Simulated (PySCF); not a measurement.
Delta-SCF ions had no search for a lower state. Excitations are Tamm–Dancoff values on a coarser integration grid. The basis has no diffuse functions, so Rydberg states are missing or too high.

Cartesian coordinates (Å):
```xyz
5

B     -0.5759     0.0944     0.0040
S      1.1196     0.5685     0.1975
H     -1.3763     0.9474     0.2060
H     -0.8798    -1.0083    -0.3080
H      1.7124    -0.6020    -0.0995
```
Charge 0, multiplicity 1.

**Question.** Give the vertical ionisation energy (Delta-SCF), dipole moment, LUMO, HOMO, brightest of the four lowest singlets (TDA), T1 excitation (TDA), total energy and S1 excitation (TDA) at the level PySCF 2.14.0 with PBE-D3(BJ)/def2-TZVP // B3LYP-D3(BJ)/def2-TZVP.

**Answer.** 
The vertical ionisation energy (Delta-SCF) comes out as 11.01 eV and the dipole moment is 0.95 D. The LUMO is -2.28 eV. The HOMO comes out as -7.32 eV and the brightest of the four lowest singlets (TDA) comes out as 6.38 eV. The T1 excitation (TDA) comes out as 4.37 eV. The total energy is -424.6537 Ha and the S1 excitation (TDA) is 5.83 eV.
